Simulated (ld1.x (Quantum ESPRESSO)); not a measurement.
# Mg: one change to an RRKJ potential, before and after

ld1.x (Quantum ESPRESSO) 7.5 input, shortened:

```
&input
   title='Mg', zed=12., rel=1, dft='PBESOL', iswitch=3,
   config='[Ne] 3s2 3p0 3d-2'
 /
 &inputp
   pseudotype=2, tm=.false., lloc=1,
   nlcc=.false.
 /
3
2S  1  0   2.00   0.00  0.80  0.80  0.0
3D  3  2  -2.00   0.25  0.60  0.60  0.0
2P  2  1   6.00   0.00  0.75  0.75  0.0
 &test
   configts(1)='2s2 2p6 3s2 3p0'
 /
```

Occupied shells without a wave of their own: 3s. They enter only through the test configuration that unscreens the potential.

Change: all radii scaled by about 1.32 (s 1.06, p 0.98, d 0.80 bohr).

Cutoffs: the cutoffs (Ry, on a coarse ladder) from which the occupation-weighted sum of valence levels, in a spherical-Bessel basis at the reference potential, stays within 10 and 1 mRy of its value at 400 Ry; they do not see the model core or the augmentation charge, which bear on the density cutoff. Errors are all-electron minus pseudo energies relative to the spin-unpolarised reference configuration.

Question: What does the change do?

Answer: Of the 7 tests that both files solve, the error grows in 7 and shrinks in 0 by more than 15 % and 0.3 meV (median size 7.2 → 58.5 meV); neither file shows a bound ghost. More of the atom is replaced by a form fitted at one configuration, so other configurations suffer.

```csv
quantity,base,changed
"cutoff, loose",260 Ry,160 Ry
"cutoff, tight",over 300 Ry,300 Ry
loose cutoff by channel (10 mRy a level),"s 140 Ry, p 200 Ry","s 35 Ry, p 140 Ry"
bound ghosts,none,none
"error for 2s2 2p6 3s1 3p0, meV [ΔE 7.92 eV]",+6.2,+59
"error for 2s2 2p6 3s0 3p0, meV [ΔE 22.74 eV]",+17,+158
"error for 2s2 2p6 3s1.5 3p0, meV [ΔE 3.13 eV]",+2.6,+25
"error for 2s2 2p6 3s0 3p1, meV [ΔE 12.23 eV]",-3.3,+55
"error for 2s1 2p6 3s2 3p0, meV [ΔE 91.20 eV]",-29,-216
"error for 2s2 2p6 3s0 3p2, meV [ΔE 7.13 eV]",-10,+12
"error for 2s2 2p5 3s2 3p0, meV [ΔE 58.46 eV]",+7.2,+62
```

Changed file: The 3s level has no wave, so the channel is fitted at the deeper level alone: the likely source of the large errors.
